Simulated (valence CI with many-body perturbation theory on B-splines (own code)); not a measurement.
Sm XII: key properties

Method: configuration interaction combined with many-body perturbation theory (CI+MBPT): five valence electrons over a frozen Dirac-Fock core [Kr] 4d10, a basis of 7 s, 7 p, 7 d, 7 f, 4 g, 2 h functions for each j, with the one-electron correlation potential Σ1, the two-electron term Σ2, the three-electron term Σ3, Breit, model QED; selected CI, second order for the rest (own B-spline code, finite nucleus).

No measured spectrum was set against this ion. As an estimate, terms of the open shell hold to a few per cent of their energy, and close levels can change places. Core correlation moves these levels by up to 41000 cm⁻¹, and in measured spectra 5 to 20 % of such shifts remained as error; rates that hang on mixing are uncertain with them. Among the levels kept, up to 960 cm⁻¹ of a level comes from second order outside the variational space, and about a tenth of that is noise between levels of different J, which matters for small intervals. Only levels of the ground parity were solved; by the run's estimate the other parity begins above the list, which can be wrong where configurations are misplaced.

Names give the largest LS component (configuration and term), which can be under half, so a name can repeat, a term be missing and a line seem to break the LS rules; names also repeat where a configuration has a term twice.

Rates and lifetimes use the calculated energies. Strong lines usually hold to 10 to 20 %, long lifetimes can be off by a factor of two.

Q: What is the ground level?

A: 4f3.5s2 4I°_9/2, composition 94 % 4f3.5s2 4I° + 4 % 4f3.5s2 2H°, g = 0.733.

Q: What are the static dipole polarisabilities of the lowest levels?

A: 4f3.5s2 4I°_9/2 1.65 (tensor 0.0099); 4f3.5s2 4I°_11/2 1.65 (tensor 0.011); 4f3.5s2 4I°_13/2 1.65 (tensor 0.011); 4f3.5s2 4I°_15/2 1.65 (tensor 0.013) bohr³, of which the core gives 0.246.

Q: How is the term 4I° of the ground level split?

A: J = 9/2 at 0.0000, J = 11/2 at 0.3999, J = 13/2 at 0.8161, J = 15/2 at 1.241 eV.

Q: How well does LS coupling describe the low levels?

A: Among the lowest 20 levels the leading LS term, summed over configurations, holds 84 % on average. For single configurations the figures are 82 % in LS and 60 % in jj coupling. Terms mix most in the J = 3/2 level at 4.040 eV, where the leading one holds 49 %.

Q: What is the ionisation energy?

A: 199.76 eV; NIST lists 208 ± 10 eV (theoretical).
